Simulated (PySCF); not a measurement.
cyclopentanone (C₅H₈O), SMILES O=C1CCCC1. The structure is a stationary point at B3LYP-D3(BJ)/def2-SVP. Other conformers were not sampled.

Computed equilibrium geometry at B3LYP-D3(BJ)/def2-SVP (PySCF confirms it by a frequency run) as Cartesian coordinates in Å, and its point group (one conformer of several):
point group C2.
```xyz
14

O      0.0000     0.0000    -2.1328
C      0.0000     0.0000    -0.9277
C      0.1241     1.2342    -0.0281
C     -0.2321     0.7359     1.3781
C      0.2321    -0.7359     1.3781
C     -0.1241    -1.2342    -0.0281
H     -0.4862     2.0640    -0.4133
H      1.1791     1.5605    -0.0798
H      0.2269     1.3292     2.1825
H     -1.3251     0.7792     1.5246
H      1.3251    -0.7792     1.5246
H     -0.2269    -1.3292     2.1825
H     -1.1791    -1.5605    -0.0798
H      0.4862    -2.0640    -0.4133
```
